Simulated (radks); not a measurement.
Numerical settings for neutral neon, [Ne]. Method: non-relativistic Kohn-Sham, PBE, spin-polarised, spherical densities, point nucleus; computed with a radial shooting solver on a logarithmic mesh with Libxc functionals. The defaults (mesh step 0.008 in ln r, mesh end at 40 bohr or more with all orbitals vanishing there, Anderson mixing 0.5 over 9 steps, residual threshold near 1e-9 with the energy settled to 1e-9 hartree or 1e-11 of itself, here a cap of 68 iterations) give E = -128.8664 hartree and 2p at -13.347 eV in 14 iterations. Run on one thread of a shared host, so times are rough (Arm Neoverse N1): 0.11 s of CPU time, 0.11 s wall, 14 iterations on 2496 mesh points. Changes against that run (0 stands for a change within the tolerance of the run):

mesh step in ln r 0.12: iterations 4; converged no; E (mhartree) diverged; CPU (s) 0.01
mesh step in ln r 0.005: iterations 14; converged yes; E (mhartree) 0; e(2p) (meV) 0; CPU (s) 0.16
mesh step in ln r 0.2: iterations 68; converged no; E (mhartree) -7.74e+05; CPU (s) 0.12
mesh end (bohr) 20: iterations 14; converged yes; E (mhartree) 0; e(2p) (meV) 0; CPU (s) 0.11
mesh end (bohr) 3: iterations 14; converged yes; E (mhartree) +126; e(2p) (meV) +3.37e+03; CPU (s) 0.09
residual threshold 0.01: iterations 10; converged yes; E (mhartree) 0; e(2p) (meV) +0.378; CPU (s) 0.08
residual threshold 0.1: iterations 10; converged yes; E (mhartree) 0; e(2p) (meV) +0.378; CPU (s) 0.08
mixing 2.5: iterations 16; converged yes; E (mhartree) 0; e(2p) (meV) 0; CPU (s) 0.12
linear mixing, mixing 1: iterations 68; converged no; E (mhartree) +2.23e+04; e(2p) (meV) +1.35e+04; CPU (s) 0.95
linear mixing, mixing 0.05: iterations 68; converged no; E (mhartree) +0.0657; e(2p) (meV) -433; CPU (s) 0.42
mixing history 2: iterations 20; converged yes; E (mhartree) 0; e(2p) (meV) 0; CPU (s) 0.13
iteration cap 8: iterations 8; converged no; E (mhartree) 0; e(2p) (meV) +0.755; CPU (s) 0.06

Settings that end as converged yet miss the energy by more than 1 mhartree: mesh end (bohr) 3 (+0.126 hartree). A mesh that ends early acts as a hard wall.
